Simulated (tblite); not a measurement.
Parent: `[O:1]=[CH:2][c:3]1[cH:4][cH:5][n:6][n:7]1[CH:8]1[CH2:9][CH2:10]1` with O1–C2–C3–C4 180°, N6–N7–C8–C9 -34°, C7H8N2O.

Structures optimised with GFN2-xTB, isolated species. One conformer each, not checked by frequencies here.

```
coordinate of the parent    value
                   O1=C2  1.210 Å
                   C2–C3  1.441 Å
                   C3–C4  1.398 Å
                   C4–C5  1.388 Å
                   C5–N6  1.328 Å
                   N6–N7  1.314 Å
                   N7–C8  1.419 Å
                   C8–C9  1.502 Å
                  C9–C10  1.495 Å
                   C3–N7  1.364 Å
                  C8–C10  1.502 Å
                O1–C2–C3   127.0°
                C2–C3–C4   128.0°
                C2–C3–N7   126.2°
                C4–C3–N7   105.7°
                C3–C4–C5   104.8°
                C4–C5–N6   110.7°
                C5–N6–N7   107.0°
                N6–N7–C8   120.9°
                C3–N7–N6   111.8°
                C3–N7–C8   127.3°
                N7–C8–C9   118.1°
               N7–C8–C10   118.0°
               C9–C8–C10    59.7°
               C8–C9–C10    60.2°
               C8–C10–C9    60.2°
```

Problem. How does the shared frame change in `[CH3:1][c:2]1[cH:3][cH:4][n:5][n:6]1[CH:7]1[CH2:8][CH2:9]1` with N5–N6–C7–C8 53°, C7H10N2? Atoms pair as C2 = C1, C3 = C2, C4 = C3, C5 = C4, N6 = N5, N7 = N6, C8 = C7, C9 = C8, C10 = C9 (parent first).

Solution. 
| parent | relative | value in the relative | change |
| --- | --- | --- | --- |
| C2–C3 | C1–C2 | 1.486 Å | +0.045 |
| C3–C4 | C2–C3 | 1.380 Å | -0.018 |
| C4–C5 | C3–C4 | 1.399 Å | +0.011 |
| C5–N6 | C4–N5 | 1.318 Å | -0.010 |
| N6–N7 | N5–N6 | 1.333 Å | +0.019 |
| N7–C8 | N6–C7 | 1.421 Å | +0.002 |
| C8–C9 | C7–C8 | 1.504 Å | +0.002 |
| C9–C10 | C8–C9 | 1.498 Å | +0.003 |
| C3–N7 | C2–N6 | 1.355 Å | -0.009 |
| C8–C10 | C7–C9 | 1.497 Å | -0.005 |
| C2–C3–C4 | C1–C2–C3 | 130.4° | +2.4 |
| C2–C3–N7 | C1–C2–N6 | 123.5° | -2.7 |
| C4–C3–N7 | C3–C2–N6 | 106.2° | +0.5 |
| C3–C4–C5 | C2–C3–C4 | 105.0° | +0.2 |
| C4–C5–N6 | C3–C4–N5 | 110.9° | +0.2 |
| C5–N6–N7 | C4–N5–N6 | 106.1° | -0.9 |
| N6–N7–C8 | N5–N6–C7 | 120.8° | -0.1 |
| C3–N7–N6 | C2–N6–N5 | 111.9° | +0.1 |
| C3–N7–C8 | C2–N6–C7 | 127.3° | 0.0 |
| N7–C8–C9 | N6–C7–C8 | 119.0° | +0.9 |
| N7–C8–C10 | N6–C7–C9 | 118.7° | +0.7 |
| C9–C8–C10 | C8–C7–C9 | 59.9° | +0.2 |
| C8–C9–C10 | C7–C8–C9 | 59.8° | -0.4 |
| C8–C10–C9 | C7–C9–C8 | 60.3° | +0.1 |

Of the parent's bonds, C2–C3 changes most (+0.045 Å). Point group Cs → C1.

All values are computed, not measured.
